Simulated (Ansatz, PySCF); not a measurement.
Dimer: HCl (SMILES Cl) (first 2 atoms) with ClH3Si (SMILES [SiH3]Cl); geometry from B3LYP-D3(BJ)/def2-TZVP, rigid monomers moved along the line of their centres of mass till H2···Cl4 is 2.22 Å.
(charge 0, multiplicity 1):
```
atom    x (Å)    y (Å)    z (Å)
----  -------  -------  -------
Cl     0.1814   0.4272  -0.0816
H     -0.0892  -0.4557   0.8177
Si     0.0664   0.6924   3.5827
Cl    -0.3848  -1.2169   2.8853
H     -0.0283   0.6530   5.0539
H     -0.9184   1.6274   3.0116
H      1.4347   1.0218   3.1471
```

Counterpoise-corrected where a basis set is named; no monomer relaxation.

Correlated levels freeze the cores. CBS(a, b) extrapolates the correlation energy as X⁻³ and adds the Hartree–Fock energy of set b.

Codes used: Ansatz (Gaussian orbitals); PySCF for the dispersion terms. 

The comparison value is -1.75 kcal/mol (MP2/CBS(aug-cc-pV(D+d)Z, aug-cc-pV(T+d)Z) + ΔCCSD(T)/aug-cc-pV(D+d)Z). It is a level with limits of its own, not the exact answer.

Question: Order these levels by how close they come to the comparison value for the interaction energy, closest first: CCSD(T)/aug-cc-pV(D+d)Z, B3LYP-D4/def2-TZVPPD, r2SCAN-D4/def2-TZVPPD, B3LYP-D3(BJ)/def2-TZVPPD. Give each level's value less the comparison value.

Answer: B3LYP-D4/def2-TZVPPD (-0.32 kcal/mol), r2SCAN-D4/def2-TZVPPD (-0.54 kcal/mol), B3LYP-D3(BJ)/def2-TZVPPD (-0.71 kcal/mol), CCSD(T)/aug-cc-pV(D+d)Z (1.42 kcal/mol)

Ansatz is a first-principles code.
